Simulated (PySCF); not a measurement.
# Spin-orbit coupling and the second ionisation energy along the 3d series

Two-component X2C-1e calculated with PySCF 2.14: MP2 on generalised Hartree-Fock spinors (GMP2), with spin-orbit coupling off and on (screened by Boettger's factors); no Breit or QED terms. Values in eV; the references (NIST) lie between the lowest levels. Elements whose determinants are no pure J levels are left out.

```json
{"element": "Mn (x2c-TZVPall-2c, [Ne] frozen)", "configurations": "[Ar] 3d5 4s1 → [Ar] 3d5", "spin-free": "15.534", "with spin-orbit": "15.534", "shift": "0.000", "reference": "15.640"}
{"element": "Fe (x2c-TZVPall-2c, [Ne] frozen)", "configurations": "[Ar] 3d6 4s1 → [Ar] 3d6", "spin-free": "16.032", "with spin-orbit": "16.032", "shift": "0.000", "reference": "16.199"}
{"element": "Co (x2c-TZVPall-2c, [Ne] frozen)", "configurations": "[Ar] 3d8 → [Ar] 3d7", "spin-free": "17.192", "with spin-orbit": "17.179", "shift": "-0.013", "reference": "17.084"}
{"element": "Ni (x2c-TZVPall-2c, [Ne] frozen)", "configurations": "[Ar] 3d9 → [Ar] 3d8", "spin-free": "18.549", "with spin-orbit": "18.497", "shift": "-0.052", "reference": "18.169"}
{"element": "Zn (x2c-TZVPall-2c, [Ne] frozen)", "configurations": "[Ar] 3d10 4s1 → [Ar] 3d10", "spin-free": "17.700", "with spin-orbit": "17.701", "shift": "0.000", "reference": "17.964"}
```

Estimate the missing row, Cu (x2c-TZVPall-2c, [Ne] frozen).

The calculation gives spin-free 21.091; with spin-orbit 20.982; shift -0.110. The reference value is 20.292.

The largest shift is at Cu, -0.110 eV, where spin-orbit coupling lowers the species with fewer electrons by more than the one with more (starting occupations closed and 3d3/2^4 3d5/2^5).

What remains against the references is mostly the basis and correlation beyond MP2.
